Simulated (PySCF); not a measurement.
C3H8Si2. Atoms are numbered in the order given.

```xyz
13

C     -1.5060    -2.3476    -0.5529
C     -0.7896    -1.4865    -0.0754
Si     0.2812    -0.1485     0.5932
C      2.0828    -0.4997     0.1880
Si    -0.4412     1.8626    -0.3778
H     -2.1386    -3.1110    -0.9701
H      0.0812    -0.0899     2.0747
H      2.3957    -1.4600     0.6252
H      2.2296    -0.5508    -0.9012
H      2.7304     0.2943     0.5904
H     -0.2737     1.7928    -1.8631
H     -1.8803     2.1177    -0.0641
H      0.3723     3.0108     0.1351
```
Charge 0, spin multiplicity 1.

Geometry optimised at PBE0-D3(BJ)/def2-SVP. The structure was generated by enumeration; whether it is a known compound was not checked.

The numbers are results of TDA-PBE0/def2-SVPD run with PySCF, not measurements.

Vertical excitations. Isolated molecule, no solvent.

Computed UV-visible absorptions:
```csv
state,energy (eV),λ (nm),f,main pairs
S1,5.84,212,0.005,"HOMO→LUMO 44 %, HOMO→LUMO+1 26 %, HOMO−1→LUMO 9 %"
S2,6.10,203,0.038,"HOMO→LUMO+1 38 %, HOMO−1→LUMO 22 %, HOMO→LUMO 15 %, HOMO−1→LUMO+1 13 %"
S3,6.14,202,0.007,"HOMO−1→LUMO+1 46 %, HOMO−1→LUMO 34 %, HOMO→LUMO 10 %"
S4,6.96,178,0.040,"HOMO→LUMO+3 26 %, HOMO→LUMO+2 20 %, HOMO−2→LUMO 19 %, HOMO→LUMO 14 %"
S5,7.05,176,0.065,"HOMO→LUMO+2 58 %, HOMO−2→LUMO 14 %"
S6,7.21,172,0.158,"HOMO→LUMO+3 26 %, HOMO−2→LUMO+1 22 %, HOMO→LUMO+4 12 %, HOMO→LUMO+1 11 %"
S7,7.28,170,0.042,"HOMO→LUMO+3 31 %, HOMO−2→LUMO+1 26 %, HOMO→LUMO+4 16 %, HOMO−2→LUMO 8 %"
S8,7.35,169,0.093,"HOMO→LUMO+4 51 %, HOMO−2→LUMO 20 %, HOMO→LUMO+3 9 %"
S9,7.50,165,0.055,"HOMO−1→LUMO+2 54 %, HOMO−1→LUMO+3 18 %, HOMO−2→LUMO+1 9 %"
S10,7.66,162,0.042,"HOMO−1→LUMO+2 28 %, HOMO−1→LUMO+3 26 %, HOMO−1→LUMO+4 14 %, HOMO−1→LUMO 8 %"
T1,4.76,261,0,"HOMO→LUMO 22 %, HOMO→LUMO+1 21 %, HOMO−1→LUMO+1 13 %, HOMO−1→LUMO 12 %"
T2,5.21,238,0,"HOMO→LUMO 40 %, HOMO−1→LUMO+1 37 %"
T3,5.23,237,0,"HOMO−1→LUMO 38 %, HOMO→LUMO+1 36 %, HOMO−2→LUMO+1 6 %"
T4,5.81,213,0,"HOMO−1→LUMO+1 28 %, HOMO−1→LUMO 22 %, HOMO→LUMO 21 %, HOMO→LUMO+1 19 %"
```
Triplets are in the Tamm–Dancoff approximation.
